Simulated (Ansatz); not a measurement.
## Ansatz (development build ahead of 0.2.0) run

```yaml
crystal:
  periodic: [false, false, false]
  atoms:
    - { symbol: H, position_ang: [1.00002, 0.0, 4.0e-05] }
    - { symbol: H, position_ang: [0.50007, 0.86598, -0.0001] }
    - { symbol: H, position_ang: [-0.50006, 0.86594, 4.0e-05] }
    - { symbol: H, position_ang: [-1.00007, 0.00011, 1.0e-05] }
    - { symbol: H, position_ang: [-0.49996, -0.86603, 7.0e-05] }
    - { symbol: H, position_ang: [0.50003, -0.86597, 2.0e-05] }
basis:
  gaussian: { orbitals: STO-3G }
hamiltonian:
  xc: hf
```

The input is written out in the form of the current development build from the run's settings.

Output:

```yaml
Converged: yes
Total_energy: -3.15705 hartree
Spin_squared_of_the_determinant: 0.000
```

Caution: stretched shape with no unrestricted run beside it, a lower state can exist.
